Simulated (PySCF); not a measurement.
C4H4F2O2.
SMILES: `O=C1OC[C@@H]1C(F)F`

Computed with PySCF at CAM-B3LYP/def2-SVPD, non-relativistic, on one gas-phase PBE0-D3(BJ)/def2-SVP geometry that isn't relaxed in the solvent. The solvent is an IEF-PCM continuum (cavity from Bondi-type radii × 1.2), and excitations are vertical TDDFT with non-equilibrium linear response and a frozen core. Only the electrostatic response of the medium enters.

Gas-phase singlets (H = HOMO, L = LUMO):

| state | E (eV) | λ (nm) | f | leading configurations |
| --- | --- | --- | --- | --- |
| S1 | 5.970 | 208 | 0.001 | H→L 73%, H→L+1 21% |
| S2 | 8.006 | 155 | 0.077 | H-1→L 73%, H-1→L+1 10% |
| S3 | 8.263 | 150 | 0.042 | H→L+1 52%, H→L+2 19% |
| S4 | 8.585 | 144 | 0.010 | H-2→L 61%, H-3→L 15% |
| S5 | 8.705 | 142 | 0.007 | H-1→L+1 61%, H-1→L+3 19% |

Question: How does the list change in benzene (ε = 2.271)?

Answer: 
| state | E (eV) | λ (nm) | f | leading configurations | change by rank (eV) |
| --- | --- | --- | --- | --- | --- |
| S1 | 6.037 | 205 | 0.001 | H→L 85%, H→L+1 10% | +0.067 |
| S2 | 7.941 | 156 | 0.127 | H-1→L 84% | -0.065 |
| S3 | 8.380 | 148 | 0.059 | H→L+1 63%, H→L+2 21% | +0.117 |
| S4 | 8.506 | 146 | 0.013 | H-2→L 68%, H-3→L 17% | -0.079 |
| S5 | 8.763 | 141 | 0.008 | H-1→L+1 66%, H-1→L+3 12% | +0.058 |

Question: Give the list for chloroform (ε = 4.711), n² = 2.09.

Answer: 
```json
{"state": "S1", "E (eV)": "6.079", "λ (nm)": "204", "f": "0.001", "leading configurations": "H→L 89%", "change by rank (eV)": "+0.109"}
{"state": "S2", "E (eV)": "7.938", "λ (nm)": "156", "f": "0.130", "leading configurations": "H-1→L 87%", "change by rank (eV)": "-0.068"}
{"state": "S3", "E (eV)": "8.428", "λ (nm)": "147", "f": "0.053", "leading configurations": "H→L+1 62%, H→L+2 15%", "change by rank (eV)": "+0.165"}
{"state": "S4", "E (eV)": "8.461", "λ (nm)": "147", "f": "0.023", "leading configurations": "H-2→L 65%, H-3→L 16%", "change by rank (eV)": "-0.124"}
{"state": "S5", "E (eV)": "8.785", "λ (nm)": "141", "f": "0.006", "leading configurations": "H-1→L+1 70%, H-1→L+2 12%", "change by rank (eV)": "+0.080"}
```

Question: The ground-state energy changes by -0.280 eV from gas to chloroform. By how much does the total energy of gas-phase S1 change?

Answer: E(S1) = E(S0) + excitation energy, so it changes by -0.280 + 0.109 = -0.171 eV: it is lowered less than the ground state, which is what a blue shift means. This is the vertical state, with the slow part of the continuum still set for S0.

Question: How do the frontier levels move from gas to chloroform?

Answer: 
```csv
orbital,gas (eV),solvent (eV),change (eV)
LUMO+2,1.57,1.77,+0.20
LUMO+1,1.08,1.28,+0.20
LUMO,0.62,0.78,+0.16
HOMO,-10.20,-10.22,-0.02
HOMO-1,-10.78,-10.68,+0.10
HOMO-2,-11.80,-11.53,+0.27
HOMO-3,-12.71,-12.47,+0.24
```

The HOMO–LUMO gap goes from 10.82 to 11.00 eV. Rows go by rank; for LUMO+2 the atom shares or the degeneracy differ between the runs, so the row needn't follow one orbital.

Conformer computed: `[O:1]=[C:2]1[O:3][CH2:4][C@@H:5]1[CH:6]([F:7])[F:8]`: C4–C5–C6–F7 -43°.
